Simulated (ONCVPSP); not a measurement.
**Configuration tests for iron (Fe) (ONCV)**

* Element: Fe
* Generator: ONCVPSP 4.0.1
* Type: optimised norm-conserving Vanderbilt (ONCV)
* Functional: PBEsol
* Relativity: scalar-relativistic
* Frozen core: [Ne]
* Valence charge: 16
* Reference configuration: 3s2 3p6 3d5 (charge +3)
* Partial waves: 3s: rc 1.05 bohr, ncon 3, nbas 7, qcut 11.8 1/bohr, 1 projector; 3p: rc 0.75 bohr, ncon 5, nbas 8, qcut 12 1/bohr, 2 projectors, debl 1.2 Ha; 3d: rc 1.12 bohr, ncon 3, nbas 8, qcut 10.8 1/bohr, 2 projectors, debl 0.5 Ha; f scattering state at 0.05 Ha: rc 1.50 bohr, ncon 4, nbas 7, qcut 8.5 1/bohr, 1 projector
* Local potential: polynomial inside 0.70 bohr (lpopt 5, dvloc0 -1 Ha)
* Core correction: Teter function, fcfact 3.75, rcfact 1.2

In the p channel the program set the typed energies aside and used -3.557, 0.250 Ha. In the d channel the program set the typed energies aside and used -1.587, 0.250 Ha.

Energies are relative to the spin-unpolarised reference configuration 3s2 3p6 3d5; without spin polarisation the order of configurations can differ from experiment.

Q: Give the all-electron excitation energy and the error of the potential for: 3s2 3p6 3d6 4s2; 3s2 3p6 3d6 4s1; 3s2 3p6 3d6; 3s2 3p6 3d5 4s2.

A:

```csv
valence configuration,charge,ΔE all-electron (eV),error AE − PS (meV)
3s2 3p6 3d6 4s2,0,-59.049,+471
3s2 3p6 3d6 4s1,+1,-50.304,+321
3s2 3p6 3d6,+2,-34.187,+27
3s2 3p6 3d5 4s2,+1,-44.815,+822
```

Levels in the configuration 3s2 3p6 3d6 4s2:

| level | all-electron (eV) | pseudo (eV) |
| --- | --- | --- |
| 3s | -93.766 | -93.416 |
| 3p | -59.924 | -59.588 |
| 3d | -7.529 | -7.270 |
| 4s | -5.311 | -5.404 |
